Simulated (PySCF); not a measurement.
CH$_{3}$Cl$_{2}$Si (SMILES C[Si](Cl)Cl), doublet, geometry from GFN2-xTB, with bond 6-1 at 1.4 times its length; CASSCF(3,4)/6-31G run with PySCF.

The PySCF input:
```python
from pyscf import gto, scf, mcscf
import numpy

mol = gto.Mole()
mol.atom = '''
    C    -2.01490851   -0.50472594   -0.01012499
    Si   -0.22990276   -0.09874099   -0.53348346
    Cl    1.06005785   -1.41882571    0.33601417
    Cl    0.25958269    1.78170188    0.08859915
    H    -2.10708185   -0.44400896    1.07351521
    H    -2.40947436   -1.90816686   -0.43764263
    H    -2.72197639    0.19302733   -0.44692861
'''
mol.basis = '6-31g'
mol.spin = 1
mol.verbose = 4
mol.build()

mf = scf.ROHF(mol)
mf.kernel()
mc = mcscf.CASSCF(mf, 4, 3)
mc.fix_spin_(ss=0.75)
mc.kernel()
occ = numpy.linalg.eigvalsh(mc.fcisolver.make_rdm1(mc.ci, mc.ncas, mc.nelecas))[::-1]
ss = mc.fcisolver.spin_square(mc.ci, mc.ncas, mc.nelecas)[0]
print('natural occupations', occ.round(4), ' <S^2>', round(ss, 4))
```

### Question
What does PySCF print? Leave out banner, timings and long lists.

### Answer

```
PySCF version 2.14.0

[INPUT] verbose = 4
[INPUT] num. atoms = 7
[INPUT] num. electrons = 57
[INPUT] charge = 0
[INPUT] spin (= nelec alpha-beta = 2S) = 1
[INPUT] symmetry False subgroup None
[INPUT] Mole.unit = angstrom
[INPUT] Symbol           X                Y                Z      unit          X                Y                Z       unit  Magmom
[INPUT]  1 C     -2.014908510000  -0.504725940000  -0.010124990000 AA   -3.807625249955  -0.953793794564  -0.019133458114 Bohr   0.0
[INPUT]  2 Si    -0.229902760000  -0.098740990000  -0.533483460000 AA   -0.434453251682  -0.186593428368  -1.008137631385 Bohr   0.0
[INPUT]  3 Cl     1.060057850000  -1.418825710000   0.336014170000 AA    2.003219012695  -2.681192010392   0.634974755273 Bohr   0.0
[INPUT]  4 Cl     0.259582690000   1.781701880000   0.088599150000 AA    0.490540190778   3.366928588823   0.167428128369 Bohr   0.0
[INPUT]  5 H     -2.107081850000  -0.444008960000   1.073515210000 AA   -3.981807618542  -0.839055331253   2.028649737455 Bohr   0.0
[INPUT]  6 H     -2.409474360000  -1.908166860000  -0.437642630000 AA   -4.553246644562  -3.605912765371  -0.827024711134 Bohr   0.0
[INPUT]  7 H     -2.721976390000   0.193027330000  -0.446928610000 AA   -5.143789894632   0.364768788256  -0.844572670133 Bohr   0.0

nuclear repulsion = 258.301018621076
number of shells = 32
number of NR pGTOs = 172
number of NR cGTOs = 54
basis = 6-31g
ecp = {}

******** <class 'pyscf.scf.rohf.ROHF'> ********
method = ROHF
initial guess = minao
damping factor = 0
level_shift factor = 0
DIIS = <class 'pyscf.scf.diis.CDIIS'>
diis_start_cycle = 1
diis_space = 8
diis_damp = 0
SCF conv_tol = 1e-09
SCF conv_tol_grad = None
SCF max_cycles = 50
direct_scf = True
direct_scf_tol = 1e-13
num. doubly occ = 28  num. singly occ = 1
Set gradient conv threshold to 3.16228e-05
init E= -1247.66198635468
  HOMO = -0.111194827816818  LUMO = 0.0666731335264767  gap/eV = 4.84003
cycle= 1 E= -1247.32902181255  delta_E= 0.333  |g|= 0.328  |ddm|= 1.87
  HOMO = -0.224935080636267  LUMO = 0.0781915762599354  gap/eV = 8.24850
cycle= 2 E= -1247.382052156  delta_E= -0.053  |g|= 0.144  |ddm|= 0.758
  HOMO = -0.17481848975243  LUMO = 0.111280976134807  gap/eV = 7.78516
cycle= 3 E= -1247.39165504975  delta_E= -0.0096  |g|= 0.0334  |ddm|=  0.2
  HOMO = -0.175016277856503  LUMO = 0.114666424878481  gap/eV = 7.88267
cycle= 4 E= -1247.39266826702  delta_E= -0.00101  |g|= 0.009  |ddm|= 0.0775
  HOMO = -0.178525580855116  LUMO = 0.115581910033024  gap/eV = 8.00307
cycle= 5 E= -1247.39273218676  delta_E= -6.39e-05  |g|= 0.00268  |ddm|= 0.0217
  HOMO = -0.178586304463522  LUMO = 0.115426169511438  gap/eV = 8.00049
cycle= 6 E= -1247.39273668076  delta_E= -4.49e-06  |g|= 0.000712  |ddm|= 0.00567
  HOMO = -0.178422520111625  LUMO = 0.115583647653996  gap/eV = 8.00032
cycle= 7 E= -1247.39273713345  delta_E= -4.53e-07  |g|= 0.000179  |ddm|= 0.00192
  HOMO = -0.178465444678769  LUMO = 0.115591345168853  gap/eV = 8.00169
cycle= 8 E= -1247.39273716304  delta_E= -2.96e-08  |g|= 3.14e-05  |ddm|= 0.000482
  HOMO = -0.1784615464895  LUMO = 0.115592839020007  gap/eV = 8.00163
cycle= 9 E= -1247.39273716401  delta_E= -9.72e-10  |g|= 6.33e-06  |ddm|= 0.000111
  HOMO = -0.178462905181259  LUMO = 0.115593063174834  gap/eV = 8.00167
Extra cycle  E= -1247.39273716404  delta_E= -2.96e-11  |g|= 2.5e-06  |ddm|= 1.28e-05
converged SCF energy = -1247.39273716404

******** <class 'pyscf.mcscf.mc1step.CASSCF'> ********
CAS (2e+1e, 4o), ncore = 27, nvir = 23
max_cycle_macro = 50
max_cycle_micro = 4
conv_tol = 1e-07
conv_tol_grad = None
orbital rotation max_stepsize = 0.02
orbital rotation threshold for CI restart = 0.01
augmented hessian ah_max_cycle = 30
augmented hessian ah_conv_tol = 1e-12
augmented hessian ah_linear dependence = 1e-14
augmented hessian ah_level shift = 1e-08
augmented hessian ah_start_tol = 2.5
augmented hessian ah_start_cycle = 3
augmented hessian ah_grad_trust_region = 3
kf_trust_region = 3
kf_interval = 4
ci_response_space = 4
ci_grad_trust_region = 3
with_dep4 0
natorb = False
canonicalization = True
sorting_mo_energy = False
ao2mo_level = 2
internal_rotation = False
******** <class 'pyscf.fci.addons.SpinPenaltyFCISolver'> ********
max. cycles = 50
conv_tol = 1e-08
davidson only = True
linear dependence = 1e-12
level shift = 0.001
max iter space = 12
nroots = 1
pspace_size = 400
spin = None
CASCI E = -1247.39399186314  S^2 = 0.7500000
Set conv_tol_grad to 0.000316228
macro iter   1 ( 21 JK    4 micro), CASSCF E = -1247.40215101002  dE = -8.15914689e-03  S^2 = 0.7500000
               |grad[o]|=0.00503  |grad[c]|=0.0148  |ddm|=0.021  |maxRot[o]|=0.309
macro iter   2 ( 21 JK    4 micro), CASSCF E = -1247.41354188572  dE = -1.13908757e-02  S^2 = 0.7500000
               |grad[o]|=0.0183  |grad[c]|=0.0267  |ddm|=0.0308  |maxRot[o]|=0.165
macro iter   3 ( 21 JK    4 micro), CASSCF E = -1247.42104572980  dE = -7.50384408e-03  S^2 = 0.7500000
               |grad[o]|=0.0216  |grad[c]|=0.0124  |ddm|=0.0127  |maxRot[o]|=0.176
macro iter   4 ( 21 JK    4 micro), CASSCF E = -1247.42240484837  dE = -1.35911857e-03  S^2 = 0.7500000
               |grad[o]|= 0.01  |grad[c]|=0.00339  |ddm|=0.00389  |maxRot[o]|= 0.28
macro iter   5 ( 20 JK    4 micro), CASSCF E = -1247.42266677659  dE = -2.61928222e-04  S^2 = 0.7500000
               |grad[o]|=0.00361  |grad[c]|=0.00177  |ddm|=0.00144  |maxRot[o]|=0.285
macro iter   6 ( 21 JK    4 micro), CASSCF E = -1247.42286235361  dE = -1.95577014e-04  S^2 = 0.7500000
               |grad[o]|=0.000423  |grad[c]|=0.00506  |ddm|=0.0015  |maxRot[o]|=0.308
macro iter   7 ( 21 JK    4 micro), CASSCF E = -1247.42327693790  dE = -4.14584292e-04  S^2 = 0.7500000
               |grad[o]|=0.00127  |grad[c]|=0.00404  |ddm|=0.00208  |maxRot[o]|=0.311
macro iter   8 ( 19 JK    4 micro), CASSCF E = -1247.42350653033  dE = -2.29592434e-04  S^2 = 0.7500000
               |grad[o]|=0.00177  |grad[c]|=0.00308  |ddm|=0.00212  |maxRot[o]|=0.273
macro iter   9 (  6 JK    2 micro), CASSCF E = -1247.42350874842  dE = -2.21808955e-06  S^2 = 0.7500000
               |grad[o]|=0.000356  |grad[c]|=0.000214  |ddm|=0.000354  |maxRot[o]|=0.0243
macro iter  10 (  3 JK    1 micro), CASSCF E = -1247.42350876010  dE = -1.16751835e-08  S^2 = 0.7500000
               |grad[o]|=3.63e-05  |grad[c]|=7.54e-05  |ddm|=4.02e-05  |maxRot[o]|=0.00134
1-step CASSCF converged in  10 macro (174 JK  35 micro) steps
CASSCF canonicalization
Density matrix diagonal elements [1.93448240e+00 9.99992056e-01 6.40875578e-02 1.43798663e-03]
CASSCF energy = -1247.42350876010
CASCI E = -1247.42350876010  E(CI) = -2.35453869015373  S^2 = 0.7500000
natural occupations [1.9345e+00 1.0000e+00 6.4100e-02 1.4000e-03]  <S^2> 0.75
```
